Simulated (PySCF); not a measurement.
**Computed properties of PbS, SMILES [S]=[Pb]**

PbS, SMILES [S]=[Pb] (connectivity only; charge and spin as stated), neutral, multiplicity 1. The structure is a stationary point at B3LYP-D3(BJ)/def2-TZVP. The def2 effective core potentials stand for the cores of Pb; spin–orbit coupling is left out. The values are those of a single conformer. All values are computed for the isolated molecule unless a solvent is named; none is compared with measurement here.

**Structure.** The optimised structure has C∞v symmetry. All 1 harmonic modes at B3LYP-D3(BJ)/def2-TZVP (PySCF) are real, so it is a minimum.

**Vibrations.** The strongest infrared lines (harmonic, unscaled, degenerate partners summed) lie at 435 cm⁻¹ (37 km/mol, S 87 %, Pb 13 %). The softest mode is at 435 cm⁻¹ and the zero-point energy is 0.6 kcal/mol.

**Electronic structure.** HF/def2-TZVPD (PySCF) places the frontier levels at -9.09 and -0.06 eV, a gap of 9.03 eV, and gives a dipole moment of 5.21 D and a mean polarisability of 67.0 bohr³. PBE/def2-TZVPD (PySCF) at the same geometry gives -6.03 and -3.14 eV, so its gap is 6.14 eV narrower. An orbital gap is neither the optical nor the fundamental gap.

**Excitations.** TDDFT-ωB97X/def2-TZVPD (PySCF) has S1 at 2.89 eV (428 nm, f = 0.000, dark); the most intense of the 10 singlets computed lies at 6.57 eV (f = 0.29). Strengths of degenerate partners are summed. T1 (TDA) is at 2.62 eV. TDDFT-PBE/def2-TZVPD (PySCF) puts S1 at 2.89 eV.
